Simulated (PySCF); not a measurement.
# Working out the ionisation energy of Sn⁺

Sn⁺ [Kr] 4d10 5s2 5p1 (2P) → Sn²⁺ [Kr] 4d10 5s2 (1S). All numbers are calculated (PySCF 2.14, scalar relativity through the core potential, in def2-SVP with the def2 core potential (28 electrons) (4s4p2d, 26 functions)). Frozen: 4s2 4p6 4d10. Energies in hartree (1 hartree = 27.21139 eV):

```json
{"part": "UHF", "Sn⁺ (lower)": "-213.084290", "Sn²⁺ (upper)": "-212.580155"}
{"part": "CCSD correlation", "Sn⁺ (lower)": "-0.039841", "Sn²⁺ (upper)": "-0.032393"}
{"part": "(T)", "Sn⁺ (lower)": "-0.000369", "Sn²⁺ (upper)": "0.000000"}
```

What does Hartree-Fock give?

(-212.580155) − (-213.084290) = 0.504135 hartree = 13.718 eV.

What do CCSD and CCSD(T) give?

The CCSD correlation energies differ by 0.007448 hartree = 0.203 eV and the triples by 0.000369 hartree = 0.010 eV, so CCSD gives 13.921 eV and CCSD(T) 13.931 eV.

Measured between the centres of the two terms (NIST): 14.282 eV, so CCSD(T) (valence) is off by -0.351 eV.

A double-zeta basis recovers only part of the correlation energy.

What remains against the reference includes basis incompleteness, the frozen core and higher excitations.
